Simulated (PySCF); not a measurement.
Gas-phase equilibrium of 1 mol GeCl4, 0.15 mol O2 at 1200 K and 0.0100 bar, among 12 species (ClO, O2, O, GeCl3, Ge2O2, O3, GeCl4, Cl, Cl2, GeO2, GeCl2, GeO). Only gases are allowed; each row takes one source of thermochemistry for all species, and Cantera finds the minimum.

Method: PySCF energies plus ideal-gas RRHO corrections (1 bar). † marks an energy on the PBE0/def2-TZVP geometry and frequencies. Open shells (unrestricted) among the columns below: O2 (multiplicity 3), Cl (multiplicity 2, electronic degeneracy 6); the rest are closed-shell singlets. Spin-orbit splitting is ignored; it lowers the true energy and changes the entropy of Cl. Ge: all electrons, no relativistic terms. The harmonic model lacks anharmonicity and excited electronic states, which grow with temperature; levels with a mode under 35 cm⁻¹ are left out.

Molecules larger than those listed are left out, and so are free Ge atoms, whose spin-orbit terms are large. Also missing: (GeO)n, which can matter at low temperature or high pressure.

With M06-2X/def2-TZVP† thermochemistry: GeCl4 0.86, O2 0.13, Cl 0.0020, GeCl2 0.0027, Cl2 0.0018.

Task: How far does the composition move with the other sources (PBE0/def2-SVP†, r2SCAN/def2-TZVP†, ωB97X-V/def2-TZVP†)?

Result: 
```json
[
 {"thermochemistry": "M06-2X/def2-TZVP†", "x GeCl4": "0.86", "x O2": "0.13", "x Cl": "0.0020", "x GeCl2": "0.0027", "x Cl2": "0.0018"},
 {"thermochemistry": "PBE0/def2-SVP†", "x GeCl4": "0.86", "x O2": "0.13", "x Cl": "0.0066", "x GeCl2": "0.0046", "x Cl2": "0.0014"},
 {"thermochemistry": "r2SCAN/def2-TZVP†", "x GeCl4": "0.86", "x O2": "0.13", "x Cl": "0.0028", "x GeCl2": "0.0044", "x Cl2": "0.0032"},
 {"thermochemistry": "ωB97X-V/def2-TZVP†", "x GeCl4": "0.86", "x O2": "0.13", "x Cl": "0.0028", "x GeCl2": "0.0036", "x Cl2": "0.0023"}
]
```
The most sensitive of these is Cl: it spans a factor of 10^0.5 over these rows; at this temperature one factor of ten is RT ln 10 = 23 kJ/mol.
